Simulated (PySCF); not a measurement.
Ga: interval between two levels

Ga [Ar] 3d10 4s2 4p1 [2P3/2, M_J = 3/2] → Ga [Ar] 3d10 4s1 4p1 4d1 [4F9/2, M_J = 9/2], as a difference of total energies. All numbers are calculated (PySCF 2.14, the two-component X2C-1e Hamiltonian, in x2c-SVPall-2c with one added diffuse shell each of s, p, d type (6s7p4d, 47 functions)). Correlated levels: [Ne] frozen; the 6 highest virtual spinors dropped. "Screened" scales the spin-orbit matrix elements by Boettger's factors to mimic the two-electron term; Breit and QED terms are absent.

```json
{"method": "GHF (spin-free)", "interval between two levels (cm⁻¹)": "73719"}
{"method": "GMP2 (spin-free)", "interval between two levels (cm⁻¹)": "82083"}
{"method": "GHF (screened spin-orbit)", "interval between two levels (cm⁻¹)": "73852"}
{"method": "GMP2 (screened spin-orbit)", "interval between two levels (cm⁻¹)": "82225"}
```

The labels give the starting determinants; with spin-orbit coupling the two ends relaxed to ⟨J²⟩ = 3.76, ⟨L²⟩ = 2.01, ⟨S²⟩ = 0.76 and ⟨J²⟩ = 24.76, ⟨L²⟩ = 12.01, ⟨S²⟩ = 3.75.

The promoted electron is Rydberg-like, and one or two diffuse shells describe it only roughly, which tends to raise the upper state.
